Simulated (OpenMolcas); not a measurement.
An atom or ion with 23 electrons was computed by MS-RASPT2, IPEA 0.25 Eh, imaginary shift 0.1 Eh with spin-orbit coupling (OpenMolcas, ANO-RCC-VQZP, DKH2). The lowest levels that the run gave, each within 12 % of the measured value where one is at hand:

```tsv
J	Parity	E (cm-1)	g
5/2	even	0.0	2.001
5/2	even	47520	0.574
7/2	even	47650	0.985
11/2	even	47680	1.273
9/2	even	47730	1.172
5/2	even	52410	1.570
3/2	even	52700	1.680
1/2	even	53030	2.569
7/2	even	57380	1.427
1/2	even	57730	0.098
3/2	even	58030	1.251
5/2	even	58100	1.396
```

Q: Which ion is it, and what are the configurations and terms?

A: Cu⁶⁺ (Z = 29, charge +6; active space 11 electrons in 8 orbitals (RAS1 3p, at most 2 holes; RAS2 3d)). J, parity and g give the terms where levels are pure, and mixed ones are named by the computed weights; the size of the splittings, set against known spectra of the 23-electron sequence, gives the charge. In order, with the measured energies in cm-1 (the list in Gamrath, thesis, University of Mons (2023)): 3d5 6S 5/2, 3d5 4G 5/2, 3d5 4G 7/2, 3d5 4G 11/2, 3d5 4G 9/2, 3d5 4P 5/2 (50732), 3d5 4P 3/2 (51067), 3d5 4P 1/2 (51407), 3d5 4D 7/2 (55742), 3d5 4D 1/2 (56210), 3d5 4D 3/2 (56428), 3d5 4D 5/2 (56427).

CASPT2 breaks the degeneracy within a term, and the mean is taken; among the terms shown or strongly mixed into the levels shown the widest spread is 380 cm-1 (3d5 4G). Active for correlation alone: 3p; no level in the range computed is led by a configuration that opens it, so any true level of that kind is missing. Measured partners are found by configuration, term and J. A level has none where our copy of the source lacks it or the pairing is in doubt (some pairs that miss far off the trend of their configuration count as doubtful), and it then counts in no deviation. Levels of configurations outside the active space are missing.
